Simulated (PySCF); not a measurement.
## NMR problem set

- NMR shieldings at PBE0/pcSseg-1/GIAO
- geometry from GFN2-xTB
- code: PySCF
- one conformer, equivalent nuclei averaged, relativity neglected, in vacuum

Chemical shifts δ = σref − σ; ¹H (31.72 ppm) and ¹³C (186.93 ppm) against TMS, all at this level. Where no couplings were computed, multiplicities follow the n + 1 count of equivalent neighbours, and m marks all less simple cases (inequivalent or close neighbours, rings, F or P nearby). Shifts are as computed. Against solution values, carbons near 30 ppm lie about +3 ppm off and those near 130 ppm about +5 ppm. Of 1313 compounds with measured shifts, 239 miss one by over three times the rms of a fit or turn the order of signals round; such compounds aren't used in these exercises.

Task: C8H7N. ¹H NMR (500 MHz, computed): δ 8.80 (d, 1H), 7.99 (m, 1H), 7.96 (m, 1H), 7.31 (m, 1H), 3.96 (d, 2H), 1.55 (t, 1H). ¹³C{¹H} NMR (computed): δ 164.4, 154.5, 142.4, 128.9, 126.6, 88.4, 76.3, 31.6. Give a structure.

Result: `C#CCc1ccccn1`. The formula gives 6 degrees of unsaturation (1 ring in the answer). 8 carbon signals for 8 carbons: no two carbons are equivalent. Carbon types of the structure: 2 × C, 5 × CH, 1 × CH2, which accounts for all hydrogens. δC 154.5: aromatic CH next to a ring nitrogen; the adjacent pyridine-type nitrogen withdraws density from it. δC 88.4: alkyne carbon; the triple bond shields along its axis, which puts it between sp3 and sp2 carbons. δC 76.3: terminal alkyne carbon; sp carbons lie upfield of alkene carbons because the cylindrical π system leaves one tensor component strongly shielded. δH 8.80: hydrogen on an aromatic CH next to a ring nitrogen; ring current plus the neighbouring ring nitrogen.

This is the structure that produced the data.

Task: C8H7N. ¹H NMR (600 MHz, computed): δ 7.89 (d, 1H), 7.37 (m, 1H), 7.13 (m, 1H), 3.67 (m, 1H), 3.63 (m, 1H), 2.34 (m, 1H), 2.33 (m, 1H). ¹³C{¹H} NMR (computed): δ 171.6 (CH), 155.1 (CH), 151.9 (CH), 138.2 (C), 121.1 (C), 81.5 (CH2), 58.5 (CH), 55.4 (CH). What is it?

Result: SMILES N#CC1=C[C@@H]2C=C[C@H]1C2. The formula gives 6 degrees of unsaturation (2 rings in the answer). 8 carbon signals for 8 carbons: no two carbons are equivalent. Carbon types of the structure: 2 × C, 5 × CH, 1 × CH2, which accounts for all hydrogens. δC 171.6, 155.1, 151.9: alkene CH. δC 138.2: fully substituted alkene carbon; an sp2 carbon of a C=C bond. δC 121.1: nitrile carbon; C≡N carbons fall here, among the sp2 signals but without a proton. δC 81.5: sp3 CH2 in a ring.

This is the structure that produced the data.
